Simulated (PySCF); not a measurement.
Excitations are Tamm–Dancoff values on a coarser integration grid. The basis has no diffuse functions, so Rydberg states are missing or too high.

Cartesian coordinates (Å):
```xyz
14

Si     2.9365     0.7582    -0.1454
Ge     1.0270    -0.6544    -0.2834
Ge    -1.0244     0.6342    -0.1977
Si    -2.9277    -0.7770    -0.4140
H      2.9347     1.7101    -1.2974
H      4.2043    -0.0333    -0.1742
H      2.8859     1.5431     1.1254
H      1.0551    -1.4606    -1.5958
H      1.0254    -1.6671     0.8773
H     -1.0751     1.4006     1.1374
H     -1.0052     1.6806    -1.3279
H     -2.9294    -1.7830     0.6910
H     -4.1989     0.0073    -0.3560
H     -2.8651    -1.4998    -1.7205
```
Charge 0, spin multiplicity 1.

Task: Give the LUMO, HOMO, S1–T1 gap (TDA), brightest of the four lowest singlets (TDA) and S1 oscillator strength at the level r2SCAN-D4/def2-TZVP // r2SCAN-D4/def2-SVP in PySCF.

Result: 
The LUMO is -0.99 eV. The HOMO is -6.84 eV, the S1–T1 gap (TDA) comes out as 1.22 eV and the brightest of the four lowest singlets (TDA) is 6.47 eV. The S1 oscillator strength is 0.834.
